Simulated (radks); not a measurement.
Species: Te XIV. Configuration: [Kr] 4d3 (the NIST ground configuration). Method: Dirac Kohn-Sham, PBE, spin-unpolarised, spherical densities, point nucleus; open shells are shared between the two j in proportion to 2j + 1; computed with a radial shooting solver on a logarithmic mesh with Libxc functionals.

Unscreened Slater integrals over Kohn-Sham orbitals (eV). Large and small components are both included.

\begin{tabular}{lr}
integral & value \\ \hline
F0(4d5/2,4d5/2) & 29.876 \\
F2(4d5/2,4d5/2) & 15.411 \\
F4(4d5/2,4d5/2) & 10.416 \\
F0(4d5/2,4d3/2) & 29.993 \\
F2(4d5/2,4d3/2) & 15.464 \\
G2(4d5/2,4d3/2) & 15.446 \\
G4(4d5/2,4d3/2) & 10.439 \\
F0(4d5/2,4p3/2) & 30.807 \\
F2(4d5/2,4p3/2) & 15.989 \\
G1(4d5/2,4p3/2) & 20.267 \\
G3(4d5/2,4p3/2) & 12.796 \\
F0(4d5/2,4p1/2) & 31.197 \\
G3(4d5/2,4p1/2) & 12.864 \\
F0(4d3/2,4d3/2) & 30.111 \\
F2(4d3/2,4d3/2) & 15.521 \\
F0(4d3/2,4p3/2) & 30.935 \\
F2(4d3/2,4p3/2) & 16.061 \\
G1(4d3/2,4p3/2) & 20.334 \\
G3(4d3/2,4p3/2) & 12.847 \\
F0(4d3/2,4p1/2) & 31.332 \\
G1(4d3/2,4p1/2) & 20.575 \\
F0(4p3/2,4p3/2) & 31.874 \\
F2(4p3/2,4p3/2) & 16.843 \\
F0(4p3/2,4p1/2) & 32.309 \\
G2(4p3/2,4p1/2) & 16.993 \\
F0(4p1/2,4p1/2) & 32.771 \\
\end{tabular}
